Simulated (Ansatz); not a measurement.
Consider the homolysis of the Al–C bond: `[F][AlH][CH2][SiH3]` → `[F][AlH]`• + `[CH2][SiH3]`•.

Program: Ansatz. Geometries: PBE0-D4/def2-TZVP. ΔE: electronic, gas phase. CBS: MP2 limit from def2 TZ/QZ plus the TZ coupled-cluster correction, frozen cores. This one scheme is used for every species. Functionals use def2-TZVPP. B3LYP here is the variant with VWN-RPA as its local correlation; programs differ in this. Open shells (•) are unrestricted, without spin–orbit coupling. Each species was taken in one conformer, which may not be the lowest.

```tsv
level	ΔE (kJ/mol)	difference from CCSD(T)/CBS
PBE-D4	347.4	-20.0
revPBE-D4	335.4	-32.0
B3LYP-D4	342.4	-25.0
ωB97X-V	365.6	-1.8
PBE	340.4	-27.0
revPBE	320.6	-46.8
r2SCANh	334.6	-32.8
r2SCAN0	334.5	-32.9
BHLYP	331.3	-36.1
CAM-B3LYP	341.9	-25.5
LC-ωPBE	346.8	-20.6
HF/def2-SVP	260.9	-106.5
CCSD(T)/def2-SVP	355.7	-11.7
SCS-MP2/def2-TZVPP	365.5	-1.9
CCSD(T)/def2-TZVPP	358.4	-9.0
MP2/def2-QZVPP	375.8	8.4
CCSD(T)/CBS	367.4	0
```

Largest T1 diagnostic among the species: 0.016.

The D4 term adds +11.1 kJ/mol with B3LYP and +6.1 kJ/mol with PBE0; it sums over pairs of atoms, weighted by their polarisabilities, and B3LYP, whose exchange is more repulsive, gets the larger term. From BLYP to BHLYP (50 % exact exchange), in def2-TZVPP and without D4, ΔE moves by +10.7 kJ/mol. At CCSD(T), def2-SVP lies −11.7 kJ/mol from the extrapolated value and def2-TZVPP −9.0 kJ/mol: correlation converges slowly with the basis, and small sets miss more of it in the bonded molecule than in its fragments.
